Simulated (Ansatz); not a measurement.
A calculation with Ansatz (development build ahead of 0.2.0).

```yaml
crystal:
  periodic: [false, false, false]
  atoms:
    - { symbol: B, position_ang: [1.42452, -0.00949, -0.04878] }
    - { symbol: "N", position_ang: [0.71445, 1.19155, 0.01742] }
    - { symbol: B, position_ang: [-0.75115, 1.22538, 0.03198] }
    - { symbol: "N", position_ang: [-1.41788, 0.00534, -0.04821] }
    - { symbol: B, position_ang: [-0.73045, -1.26579, 0.03888] }
    - { symbol: "N", position_ang: [0.71628, -1.21737, -0.04534] }
    - { symbol: H, position_ang: [2.66746, -0.02993, 0.01416] }
    - { symbol: H, position_ang: [1.19494, 2.09054, 0.0319] }
    - { symbol: H, position_ang: [-1.28685, 2.24573, -0.02625] }
    - { symbol: H, position_ang: [-2.4855, -0.01534, -0.02499] }
    - { symbol: H, position_ang: [-1.28271, -2.26156, -0.03462] }
    - { symbol: H, position_ang: [1.22146, -2.07846, -0.03131] }
basis:
  gaussian: { orbitals: def2-SVP }
hamiltonian:
  xc: hf
correlation:
  method: mp2
  frozen_orbitals: { B: 1, H: 0, "N": 1 }
```

The input is written out in the form of the current development build from the run's settings.

The run gave:

- Converged: yes
- Reference energy: -240.96720 hartree
- Correlation energy: -0.73751 hartree
- Total energy: -241.70472 hartree
- Spin squared of the determinant: 0.000
